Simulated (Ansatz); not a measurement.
Cost and result for the atomization energy of AlH18N3Si6 (`[SiH3][N]([SiH3])[Al]([N]([SiH3])[SiH3])[N]([SiH3])[SiH3]`) (28 atoms, 27 bonds).

```xyz
28

Si    2.4632    1.7205    0.2202
N     0.8626    1.3827    0.8045
Si    0.1792    2.4496    1.9853
Al   -0.0215    0.0234    0.0647
N     0.5135   -0.5518   -1.5490
Si    1.2316   -2.1194   -1.6709
Si    0.2878    0.4848   -2.9137
N    -1.4050   -0.7993    0.8302
Si   -2.4726   -1.7099   -0.1935
Si   -1.6785   -0.8370    2.5400
H     3.1448    2.6177    1.1929
H     3.2452    0.4617    0.0900
H     2.4455    2.3915   -1.1080
H     0.7959    2.2771    3.3273
H    -1.2802    2.1766    2.0871
H     0.3695    3.8666    1.5704
H     1.2833   -2.6866   -0.2922
H     2.6169   -2.0409   -2.2083
H     0.4482   -3.0341   -2.5435
H    -0.3893    1.7190   -2.4203
H     1.5746    0.8612   -3.5573
H    -0.5746   -0.1554   -3.9434
H    -1.8738   -3.0043   -0.6186
H    -3.7251   -1.9941    0.5589
H    -2.8070   -0.9332   -1.4174
H    -0.4798   -0.2837    3.2271
H    -2.8712   -0.0442    2.9396
H    -1.8832   -2.2387    2.9980
```

Charge 0, multiplicity 1. All single points use the PBE0-D4/def2-TZVP geometry. It is one conformer, not always the lowest. Program: Ansatz. All runs use 4 threads of an AMD EPYC 7R13 on a shared host and a share of an NVIDIA H100 80 GB. Times are those of one run each, without the atoms' runs, and a repeat can differ threefold. Electronic energies, without spin–orbit coupling; frozen cores. CCSD(T)/CBS adds CCSD(T) − MP2 in def2-TZVPP to the MP2 limit, and its time is that of the two runs behind it. T1 = 0.012.

CCSD(T)/CBS is a level of theory with its own doubt, some kJ/mol a heavy atom from the limit and from the frozen cores, so smaller differences don't rank the functionals.

```json
{"level": "CAM-B3LYP-D4/def2-TZVPP", "functions": "639", "wall time": "6 s"}
{"level": "r2SCANh-D4/def2-TZVPP", "functions": "639", "wall time": "6.5 s"}
{"level": "r2SCAN-D4/def2-TZVPP (with forces)", "functions": "639", "wall time": "6.5 s"}
{"level": "BHLYP-D4/def2-TZVPP", "functions": "639", "wall time": "7 s"}
{"level": "CCSD(T)/def2-SVP", "functions": "258", "wall time": "7 s"}
{"level": "PBE-D4/def2-TZVPP (with forces)", "functions": "639", "wall time": "7 s"}
{"level": "B2PLYP/def2-TZVPP", "functions": "639", "wall time": "7.5 s"}
{"level": "LDA (SPW92)/def2-TZVPP", "functions": "639", "wall time": "7.5 s"}
{"level": "ωB97X-V/def2-TZVPP", "functions": "639", "wall time": "9 s"}
{"level": "ωB97M-V/def2-TZVPP (with forces)", "functions": "639", "wall time": "14 s"}
{"level": "MP2/def2-QZVPP", "functions": "1201", "wall time": "59 s"}
{"level": "CCSD(T)/def2-TZVPP", "functions": "639", "wall time": "6.3 min"}
{"level": "CCSD(T)/CBS(def2)", "functions": "–", "wall time": "7.3 min"}
```

What atomization energy does each give, and how far from CCSD(T)/CBS? (Estimate.)

The calculation gave: 
```
                             level  atomization (kJ/mol)  difference from CCSD(T)/CBS  per bond
           CAM-B3LYP-D4/def2-TZVPP                9151.9                         37.7       1.4
             r2SCANh-D4/def2-TZVPP                9022.5                        -91.7      -3.4
r2SCAN-D4/def2-TZVPP (with forces)                9052.9                        -61.3      -2.3
               BHLYP-D4/def2-TZVPP                9009.9                       -104.3      -3.9
                  CCSD(T)/def2-SVP                8421.8                       -692.4     -25.6
   PBE-D4/def2-TZVPP (with forces)                8994.0                       -120.2      -4.5
                 B2PLYP/def2-TZVPP                8946.4                       -167.8      -6.2
            LDA (SPW92)/def2-TZVPP               10019.8                        905.6      33.5
                ωB97X-V/def2-TZVPP                9180.9                         66.7       2.5
  ωB97M-V/def2-TZVPP (with forces)                9124.1                          9.9       0.4
                    MP2/def2-QZVPP                9021.9                        -92.3      -3.4
                CCSD(T)/def2-TZVPP                8850.5                       -263.7      -9.8
                 CCSD(T)/CBS(def2)                9114.2                          0.0       0.0
```

From PBE to PBE0 (25 % exact exchange), in def2-TZVPP and without D4, the atomization energy moves by −22.8 kJ/mol: exact exchange takes away binding that semilocal exchange gives to molecules. In def2-TZVPP, CCSD(T) changes the Hartree–Fock value by +2113.1 kJ/mol (the triples alone add +102.0 kJ/mol) and MP2 by +2123.9 kJ/mol; breaking electron pairs costs correlation energy, which Hartree–Fock lacks. At CCSD(T), def2-SVP lies −692.5 kJ/mol from the extrapolated value and def2-TZVPP −263.7 kJ/mol: correlation converges slowly with the basis, and small sets miss more of it in the bonded molecule than in its fragments.
